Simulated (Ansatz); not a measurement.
# One arrangement of a pair

The pair of Ag⁺ (SMILES [Ag+], atom 1) and HCl (SMILES Cl, atoms 2–3), both closed shells, in one local arrangement (a lower one may exist), relaxed at PBE0-D4/def2-TZVP:

```xyz
3
angstrom
Ag -1.1567 -0.6335 1.2280
Cl 0.7536 0.4128 -0.0003
H 0.4030 0.2207 -1.2275
```

Program: Ansatz 0.2.0. Basis: def2-TZVPPD, with def2-QZVPPD for the basis limit. Cores are frozen in the correlated methods. Filled d shells of the heavier atoms are correlated. Core potentials replace the inner electrons of the atoms past krypton. B3LYP uses VWN-RPA correlation. Extrapolation: Hartree–Fock as exp(−7.88 √X), correlation as X^−2.97. Interaction energies count from these two fragments, frozen as in the pair, with the counterpoise correction; negative means bound.

Problem. What is the interaction energy by CCSD(T) at an estimated basis limit (MP2 extrapolated from triple and quadruple zeta, plus CCSD(T) − MP2 in triple zeta)? (Judge from chemistry; the value comes from the calculation.)

Solution. The calculation gives: -21.26 kcal/mol. Hartree–Fock alone gives -10.25 kcal/mol at the basis limit. It counts from the two fragments frozen as in the pair.

The same quantity by other methods in triple zeta, and each one's difference from that estimate:
```csv
method,E_int (kcal/mol),difference
PBE-D4,-25.75,-4.49
revPBE-D4,-22.72,-1.46
BLYP-D4,-24.82,-3.56
r2SCAN-D4,-25.20,-3.94
B97M-V,-23.22,-1.96
PBE0-D4,-22.23,-0.97
B3LYP-D4,-22.50,-1.25
HSE06-D4,-22.22,-0.96
wB97X-V,-20.34,0.92
wB97M-V,-20.32,0.94
B2PLYP,-20.01,1.25
HF,-9.59,11.67
MP2,-18.84,2.42
CCSD,-16.17,5.09
CCSD(T),-17.27,3.99
```
Differences are method less estimate.

Problem. Which atoms make the shortest contact between the fragments?

Solution. Ag1 and Cl2, 2.50 Å apart.

Basis-set superposition shift (counterpoise-corrected less uncorrected): CCSD(T) 1.35; MP2 1.26; HF 0.07; PBE0-D4 0.06; wB97M-V 0.08 kcal/mol.

The T1 diagnostic stays at or below 0.011.

For scale, one of the runs: CCSD(T)/def2-TZVPPD, 124 basis functions, launched by `ansatz run in.yaml --threads 2 --pin off --events-out ev --progress --plain --max-ram 5222MiB`. Hardware: 2 CPU threads of an AMD EPYC 7R13, shared host. Wall time about 4.7 s.
